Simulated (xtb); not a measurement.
H$_{2}$Si (SMILES [SiH2]), triplet, from a rough starting geometry; GFN2-xTB run with xtb 6.7.1.

Input for xtb:
```
$ xtb mol.xyz --gfn 2 --uhf 2 --opt vtight --json

# file mol.xyz
3

Si    -0.06884825     0.48390819     0.05573984
H     -1.28980696    -0.22290404     0.06198925
H      1.24953933    -0.18069279    -0.03283634
```

Problem. What does xtb print? Leave out banner, timings and long lists.

Solution. 
```
   ID    Z sym.   atoms
    1   14 Si     1
    2    1 H      2, 3

           -------------------------------------------------
          |                Calculation Setup                |
           -------------------------------------------------

           -------------------------------------------------
          |                 G F N 2 - x T B                 |
           -------------------------------------------------

          ...................................................
          :                      SETUP                      :
          :.................................................:
          :  # basis functions                  12          :
          :  # atomic orbitals                  11          :
          :  # shells                            5          :
          :  # electrons                         6          :
          :  max. iterations                   250          :
          :  Hamiltonian                  GFN2-xTB          :
          :  restarted?                      false          :
          :  GBSA solvation                  false          :
          :  PC potential                    false          :
          :  electronic temp.          300.0000000     K    :
          :  accuracy                    1.0000000          :
          :  -> integral cutoff          0.2500000E+02      :
          :  -> integral neglect         0.1000000E-07      :
          :  -> SCF convergence          0.1000000E-05 Eh   :
          :  -> wf. convergence          0.1000000E-03 e    :
          :  Broyden damping             0.4000000          :
          :  net charge                          0          :
          :  unpaired electrons                  2          :
          ...................................................

 iter      E             dE          RMSdq      gap      omega  full diag
   1     -2.6271245 -0.262712E+01  0.351E+00    3.02       0.0  T
   2     -2.6296803 -0.255572E-02  0.233E+00    2.93       1.0  T
   3     -2.6298371 -0.156833E-03  0.556E-01    2.84       1.0  T
   4     -2.6299089 -0.718484E-04  0.186E-01    2.84       1.0  T
   5     -2.6299090 -0.275392E-07  0.215E-02    2.85       2.7  T
   6     -2.6299091 -0.154390E-06  0.125E-02    2.85       4.6  T
   7     -2.6299091 -0.269689E-08  0.774E-04    2.85      74.6  T
   8     -2.6299091 -0.333844E-09  0.214E-04    2.85     270.0  T

   *** convergence criteria satisfied after 8 iterations ***

[...]
         :: total energy              -2.607512149835 Eh    ::
 * total energy  :    -2.6075121 Eh     change       -0.1466827E-11 Eh
 * total energy  :    -2.6083398 Eh     change       -0.8276973E-03 Eh
 * total energy  :    -2.6083782 Eh     change       -0.3837029E-04 Eh
 * total energy  :    -2.6083786 Eh     change       -0.3741659E-06 Eh
 * total energy  :    -2.6083786 Eh     change       -0.2324261E-07 Eh
   *** GEOMETRY OPTIMIZATION CONVERGED AFTER 5 ITERATIONS ***
         :: total energy              -2.608378614882 Eh    ::
[...]
         6                         -0.1362399              -3.7073
         7                         -0.0652585              -1.7758
         8                         -0.0625360              -1.7017
         9                         -0.0617364              -1.6799
        10                          0.6633306              18.0501
        11                          0.7065843              19.2271
      -------------------------------------------------------------
                  HL-Gap            0.1076909 Eh            2.9304 eV
             Fermi-level           -0.2732445 Eh           -7.4354 eV

     #   Z          covCN         q      C6AA      α(0)
     1  14 Si       1.846     0.130   197.325    29.852
     2   1 H        0.923    -0.065     4.485     3.312
     3   1 H        0.923    -0.065     4.485     3.312

 Mol. C6AA /au·bohr⁶  :        329.461221
 Mol. C8AA /au·bohr⁸  :      17688.784983
 Mol. α(0) /au        :         36.476114

Wiberg/Mayer (AO) data.
largest (>0.10) Wiberg bond orders for each atom

 ---------------------------------------------------------------------------
     #   Z sym  total        # sym  WBO       # sym  WBO       # sym  WBO
 ---------------------------------------------------------------------------
     1  14 Si   1.808 --     3 H    0.904     2 H    0.904
     2   1 H    0.990 --     1 Si   0.904
     3   1 H    0.990 --     1 Si   0.904
 ---------------------------------------------------------------------------

Topologies differ in total number of bonds
Writing topology from bond orders to xtbtopo.mol

molecular dipole:
                 x           y           z       tot (Debye)
 q only:       -0.003       0.168       0.010
   full:        0.004      -0.186      -0.011       0.475
molecular quadrupole (traceless):
                xx          xy          yy          xz          yz          zz
 q only:       -0.795      -0.044       0.464       0.040       0.021       0.331
  q+dip:        0.807       0.045      -0.421      -0.043      -0.017      -0.386
   full:        0.491       0.033      -0.127      -0.031      -0.001      -0.364

optimized geometry written to: xtbopt.xyz

           -------------------------------------------------
          | TOTAL ENERGY               -2.608378614882 Eh   |
          | GRADIENT NORM               0.000034572607 Eh/α |
          | HOMO-LUMO GAP               2.930419709774 eV   |
           -------------------------------------------------
```
